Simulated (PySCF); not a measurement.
# Structure elucidation problem

The spectra below were simulated for a compound C7H12.

$^{1}$H NMR (600 MHz, computed): δ 1.75 (m, 2H), 1.53 (m, 2H), 1.10 (m, 2H), 0.98 (m, 2H), 0.69 (m, 2H), 0.59 (td, J = 10.1, 5.3 Hz, 1H), -0.10 (td, J = 6.1, 5.3 Hz, 1H).

$^{13}$C{$^{1}$H} NMR (computed): δ 26.4 (CH2, 2C), 23.5 (CH2, 2C), 13.0 (CH2), 11.2 (CH, 2C).

One computed conformer, no solvent model, fast rotation and ring inversion assumed for equivalent nuclei, non-relativistic Hamiltonian. GIAO PBE0/pcSseg-1 shieldings; B3LYP/pcJ-1 coupling constants (without the spin–dipole term); coordinates at the PBE0-D3(BJ)/def2-SVP level; PySCF.

Shifts are taken against calculated references (same method and geometry level): TMS for $^{1}$H, $^{13}$C.

Problem. Which of these isomers gave the spectra?
A. C=CC(=C)C(C)C
B. C=C(CC)C1CC1
C. C1C[C@@H]2CC[C@@H]2C1
D. C1CC[C@H]2C[C@H]2C1

Solution. D. 

1. The formula gives 2 degrees of unsaturation (2 rings in the answer).
2. 4 carbon signals for 7 carbons: some carbons are equivalent by symmetry or fast rotation.
3. Carbon types of the structure: 2 × CH, 5 × CH2, which accounts for all hydrogens.
4. δC 26.4, 23.5: sp3 CH2 in a ring; aliphatic region, no heteroatom directly attached.
5. δC 13.0, 11.2: three-membered-ring carbon; carbons of three-membered rings are unusually shielded.
6. δH 1.75, 1.53, 1.10, 0.98: hydrogen on an sp3 CH2 in a ring; far from electronegative atoms and π systems.
7. δH 0.69, 0.59, -0.10: hydrogen on a three-membered-ring carbon; cyclopropane-type protons are shielded by the ring.

The others: C=CC(=C)C(C)C would give 6 carbon signals, not 4; C=C(CC)C1CC1 would give 6 carbon signals, not 4; C1C[C@@H]2CC[C@@H]2C1 has carbons computed at 38.6, 35.7, 26.2, 25.2.

Multiplet labels drop couplings under 1 Hz and merge nearly equal ones. Couplings among chemically equivalent protons are left out too, so labels in AA′BB′ or AA′XX′ sets are apparent multiplicities. Unscaled 3J(H,H) at this level run about 10 % above measured values. Shifts are as computed. Against solution values, carbons near 30 ppm lie about +2 ppm off and those near 130 ppm about +5 ppm. Of 1211 compounds with measured shifts, 218 miss one by over three times the rms of a fit or turn the order of signals round; such compounds aren't used in these exercises.
